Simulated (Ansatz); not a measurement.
KF2 (charge +1), closed shell: a pair in one relaxed arrangement.

Input (in.yaml):

```yaml
crystal:
  periodic: [false, false, false]
  atoms:
    - {symbol: K, position_ang: [-0.023543, 0.038300, -1.975514]}
    - {symbol: F, position_ang: [-0.349300, 0.568263, 1.002294]}
    - {symbol: F, position_ang: [0.372842, -0.606563, 0.973219]}
basis:
  gaussian: {orbitals: def2-SVP}
total_charge: 1
hamiltonian: {xc: pbe0, dispersion: d4}
```

Run by:

```bash
ansatz run in.yaml --threads 2 --pin off --events-out ev --progress --plain --max-ram 5222MiB
```

What Ansatz 0.2.0 printed:

```
Functional definition: PBE0
  name "PBE0"
  cite "Adamo & Barone, J. Chem. Phys. 110, 6158 (1999) doi:10.1063/1.478522"
  cite "Perdew, Burke & Ernzerhof, Phys. Rev. Lett. 77, 3865 (1996) doi:10.1103/PhysRevLett.77.3865"
  parent pbe
  parameter a = 0.25
  parameter kappa = 0.804
  parameter beta = 0.06672455060314922
  exchange = (1 - a)*pbe_x(kappa = kappa, mu = beta*pi^2/3) + a*exact_x
  correlation = pbe_c(beta = beta)
487 factors; integrals over basis functions are off by at most 6.2e-4 eV
mean field evaluation 1: about -21728.8016 eV, gradient 5.1e1 eV
mean field evaluation 2: about -21729.9697 eV, gradient 4.4e1 eV
mean field evaluation 4: about -21732.7234 eV, gradient 1.9e-1 eV
mean field evaluation 8: about -21732.7782 eV, gradient 3.3e-2 eV
mean field -21732.77819912 eV, -798.6648678115 hartree, gradient 3.1e-5 eV, S^2 0.000000; 0 other end points of the search recorded, 0 dependent functions left out
reference -21732.77825872 eV, -798.6648700019 hartree; 18, 18 occupied and 34, 34 virtual orbitals, 487 factors
Total energy: -21732.79274334 eV, -798.6654023018 hartree
```

Hardware: 2 CPU threads of an Arm Neoverse V1, shared host. Wall time about 0.7 s.
